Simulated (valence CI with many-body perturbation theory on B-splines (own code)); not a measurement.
Results of a calculation; reference values are marked as such.
**Ir VI: what each term of the Hamiltonian does**

Level of theory: valence CI with perturbative core correlation (CI+MBPT): four valence electrons over a frozen Dirac-Fock core [Xe] 4f14, a basis of 9 s, 9 p, 10 d, 8 f, 5 g, 3 h, 1 i functions for each j, with the one-electron correlation potential Σ1, the two-electron term Σ2, the three-electron term Σ3, Breit, model QED; selected CI, second order for the rest, scaled by the run's own slope (own B-spline code, finite nucleus).

No measured spectrum was set against this ion. As an estimate, terms of the open shell hold to 2 to 4 % of their energy, and close levels can change places; different configurations can be misplaced against each other by 1,000 to 8,000 cm⁻¹. Core correlation moves these levels by up to 15000 cm⁻¹, and in measured spectra 5 to 20 % of such shifts remained as error; rates that hang on mixing are uncertain with them. Only levels of the ground parity were solved; by the run's estimate the other parity begins above the list, which can be wrong where configurations are misplaced.

Each rung adds one term. CI alone is the Dirac-Coulomb CI over the frozen core; QED comes last and gives the full result, which names the levels. Energies are above 5d4 5D_0 on the same rung, in cm⁻¹.

Names give the largest LS component (configuration and term), which can be under half, so a name can repeat, a term be missing and a line seem to break the LS rules; names also repeat where a configuration has a term twice. Letters in brackets count levels of one name in rising energy.

```
       Level  CI alone   + Σ1   + Σ2   + Σ3  + Breit   Full
    5d4 5D_1      5116   5774   5759   5796     5608   5636
    5d4 5D_2      9486  10534  10569  10598    10303  10347
    5d4 5D_3     12805  14031  14156  14174    13826  13878
    5d4 5D_4     14902  16043  16188  16179    15855  15902
5d4 3P_0 [a]     20349  21618  22856  22794    22486  22539
    5d4 3H_4     23432  24668  24277  24202    23886  23933
    5d4 3G_3     27348  28638  28582  28500    28196  28245
5d4 3F_2 [a]     27412  28661  29288  29354    29067  29117
    5d4 3H_5     29222  30765  30167  30129    29728  29787
5d4 3P_1 [a]     27486  29101  30464  30599    30208  30276
    5d4 3H_6     31835  33486  32795  32749    32311  32374
    5d4 3G_4     34169  35986  35940  35828    35375  35446
5d4 3P_2 [a]     34294  36022  36714  36763    36355  36423
5d4 3F_4 [a]     36158  38127  38657  38514    38000  38080
5d4 3F_3 [a]     36864  38525  38544  38476    38084  38148
5d4 3F_3 [b]     39544  41610  42230  42097    41563  41650
5d4 1D_2 [a]     40372  42345  44184  44298    43798  43885
    5d4 3G_5     42416  44811  44925  44836    44204  44301
    5d4 3D_1     43953  46140  46916  46696    46150  46240
```

Question: How does the ionisation energy move along the ladder, and which term matters most?

Answer: CI alone 71.117, + Σ1 72.606, + Σ2 73.585, + Σ3 73.572, + Breit 73.558, + QED 73.570 eV. The largest step is Σ1, 1.489 eV. NIST lists 72 ± 2 eV (theoretical).
